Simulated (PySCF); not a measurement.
C5H3Cl, SMILES ClC=C=CC#C.

The structure is a stationary point at PBE0-D3(BJ)/def2-SVP. The structure was generated by enumeration, and PubChem lists no compound with its InChIKey, so it may never have been made.

The numbers are results of PySCF 2.14.0 with TDA-B3LYP/def2-SVPD, not measurements.

Vertical excitations. 

| state | energy (eV) | λ (nm) | f | main pairs |
|---|---|---|---|---|
| S1 | 4.37 | 284 | 0.000 | HOMO−1→LUMO 98 % |
| S2 | 5.01 | 247 | 0.000 | HOMO−2→LUMO 98 % |
| S3 | 5.38 | 230 | 0.000 | HOMO→LUMO+1 97 % |
| S4 | 5.44 | 228 | 0.399 | HOMO→LUMO 77 % |
| S5 | 6.07 | 204 | 0.001 | HOMO−3→LUMO 99 % |
| S6 | 6.39 | 194 | 0.000 | HOMO→LUMO+3 57 %, HOMO→LUMO+2 33 % |
| S7 | 6.58 | 188 | 0.127 | HOMO−1→LUMO+1 51 %, HOMO−1→LUMO+2 15 %, HOMO−2→LUMO+1 10 % |
| S8 | 6.72 | 185 | 0.252 | HOMO−2→LUMO+1 67 %, HOMO−1→LUMO+2 10 % |
| S9 | 6.80 | 182 | 0.044 | HOMO→LUMO+2 33 %, HOMO−1→LUMO+2 30 %, HOMO→LUMO+3 14 %, HOMO−2→LUMO+1 9 % |
| S10 | 6.88 | 180 | 0.049 | HOMO−1→LUMO+2 26 %, HOMO→LUMO+2 21 %, HOMO−1→LUMO+3 18 %, HOMO−1→LUMO+1 13 % |
| T1 | 3.33 | 372 | 0 | HOMO→LUMO 94 % |
| T2 | 4.01 | 309 | 0 | HOMO−1→LUMO 98 % |
| T3 | 4.40 | 281 | 0 | HOMO−1→LUMO+1 87 % |
| T4 | 4.73 | 262 | 0 | HOMO−2→LUMO 89 % |
Triplets are in the Tamm–Dancoff approximation.
